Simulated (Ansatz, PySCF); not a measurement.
C2H3Br, SMILES C=CBr. Atoms are numbered in the order given.

```xyz
6

C      0.3099    -2.0959     0.0000
C     -0.5215    -1.0723     0.0000
Br     0.0449     0.7215     0.0000
H      1.3853    -1.9709     0.0000
H     -0.0879    -3.1045     0.0000
H     -1.5991    -1.1671     0.0000
```

Coordinates come from a PBE0-D3(BJ)/def2-TZVP optimisation.

Vertical ionisation energy (IE) and electron affinity (EA) in eV. Rows of orbital energies are one-electron estimates. Where ΔSCF, EOM or ADC give a negative EA the extra electron is unbound and the value depends on the basis.

| level | IE | EA |
|---|---|---|
| −ε(HOMO), −ε(LUMO), M06-2X/def2-TZVPD (PySCF) | 8.62 | -0.43 |
| −ε(HOMO), −ε(LUMO), PBE/def2-TZVPD (PySCF) | 6.33 | 1.42 |
| ADC(2)/aug-cc-pVDZ (PySCF) | 9.35 | -0.72 |
| ΔSCF, ωB97X-V/def2-SVPD (Ansatz), final states of multiplicity 2 and 2 | 9.89 | -1.69 |
| ΔSCF, PBE/def2-SVPD (Ansatz), final states of multiplicity 2 and 2 | 9.64 | -1.27 |

Question: What vertical singlet–triplet gap does ΔSCF give with ωB97X-V/def2-SVPD (Ansatz, an electronic-structure program) and with PBE/def2-SVPD (Ansatz)? (An estimate is asked for; the answer gives what the named calculation found.)

Answer: 4.38 and 4.21 eV (triplet above singlet where positive).

Question: Beyond the first one, list the lowest photoelectron lines from ADC(2)/aug-cc-pVDZ (PySCF 2.14.0) with their pole strengths (two spins summed). (Estimate from the structure and the level; the computed values follow.)

Answer: 10.35 eV (1.82), 11.90 eV (1.77), 12.54 eV (1.79), 14.68 eV (1.75), 15.85 eV (1.72).
